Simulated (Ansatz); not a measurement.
Molecule: C2H8BN2 (charge -1, singlet). It need not be the lowest isomer of its formula. Whether it binds its extra electron was not tested at this geometry. 
Geometry from a B3LYP-D3(BJ)/def2-TZVP (Ansatz, a first-principles code) optimisation:
```xyz
13

C      2.0461    -0.5708    -0.2446
C      0.9685     0.3223     0.3152
B     -0.4739     0.1627     0.1105
N     -1.0892    -0.8575    -0.7980
N     -1.5131     0.9654     0.8455
H      1.6094    -1.4069    -0.8076
H      2.7516    -0.0768    -0.9445
H      2.6945    -1.0450     0.5192
H      1.3379     1.1158     0.9719
H     -2.0484    -0.6864    -1.0680
H     -0.5455    -1.0747    -1.6203
H     -2.2075     1.3938     0.2409
H     -1.0945     1.7021     1.3995
```
Charge -1, spin multiplicity 1.

Basis-set convergence of Hartree-Fock and CCSD(T) correlation energies (hartree) with Ansatz. Cores are frozen in the correlated levels unless marked. No spin-orbit coupling. Non-relativistic.

```csv
basis,functions,E(HF),"E(corr, CCSD(T))"
aug-cc-pVDZ,187,-214.02523,-0.85128
aug-cc-pVTZ,414,-214.07683,-1.00015
aug-cc-pVQZ,768,-214.08971,-1.04232
```

Extrapolating the two largest sets (X = 3 and 4) as X^-3: E(corr) = (64·(-1.04232) - 27·(-1.00015))/37 = -1.0731 Eh, an estimate of the basis-set limit. The largest set recovers 97.1 % of it, the smallest 79.3 %.
